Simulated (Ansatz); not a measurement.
Pb₃O₂ (the lowest singlet isomer of a short search) was relaxed with PBE-D4 (def2-SVP) in Ansatz in these states: neutral quintet, neutral singlet, neutral triplet. The geometries follow in no particular order.

In the def2 sets Pb takes a core potential; there is no spin–orbit coupling.

A:

| atom | x (Å) | y (Å) | z (Å) |
| --- | --- | --- | --- |
| Pb1 | 1.2683 | 0.7485 | 1.1287 |
| Pb2 | -1.4837 | 0.9888 | -0.5134 |
| Pb3 | 0.2154 | -1.7373 | -0.6153 |
| O4 | 0.6857 | 0.4678 | -1.0807 |
| O5 | -0.6857 | -0.4678 | 1.0807 |

B:

```xyz
5

Pb    0.293   -1.300    1.320
Pb    0.897    1.367   -0.919
Pb   -1.698   -0.096   -0.573
O     0.625   -0.866   -0.863
O    -0.116    0.895    1.035
```

C:

Cartesian coordinates in Å:
```
Pb -0.502 1.706 -0.996
Pb -0.626 -0.281 1.920
Pb 1.128 -1.425 -0.924
O -0.956 -0.507 -0.386
O 0.957 0.506 0.386
```

Task: Judge from the bond lengths which geometry belongs to which state (an estimate).

Result: A is the neutral triplet (Pb2–Pb3 3.214 Å, Pb1–Pb3 3.214 Å, Pb3–O4 2.302 Å); B is the neutral singlet (Pb2–Pb3 2.999 Å, Pb1–Pb3 3.000 Å, Pb3–O4 2.465 Å); C is the neutral quintet (Pb2–Pb3 3.531 Å, Pb1–Pb3 3.531 Å, Pb3–O4 2.340 Å).

At PBE0-D4/def2-TZVP a singlet lies 0.34 eV below the neutral triplet. At PBE0-D4/def2-TZVP a singlet lies 3.01 eV below the neutral quintet. These are the stationary points nearest to one start from a short search; other shapes may lie lower in each state.
